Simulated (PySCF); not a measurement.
# Correlation energy of K (potassium, neutral)

[Ar] 4s1, 2S determinant. Calculation: PySCF 2.14, in x2c-QZVPPall; scalar relativity by spin-free X2C-1e. Frozen: [Ne]; 9 electrons correlated.

MP2 pair energies summed by pair of shells (mhartree):

| pair | energy | share (%) |
| --- | --- | --- |
| 3p-3p | -142.92 | 71.9 |
| 3s-3p | -37.66 | 18.9 |
| 3p-4s | -9.98 | 5.0 |
| 3s-3s | -7.85 | 3.9 |
| 3s-4s | -0.49 | 0.2 |

Total MP2 correlation energy: -198.90 mhartree.

Same-spin part -53.10 and opposite-spin part -145.80 mhartree; SCS-MP2 scales them by 1/3 and 6/5 to -192.66 mhartree.

This basis was not built for core-valence correlation, so the inner-shell part is incomplete.
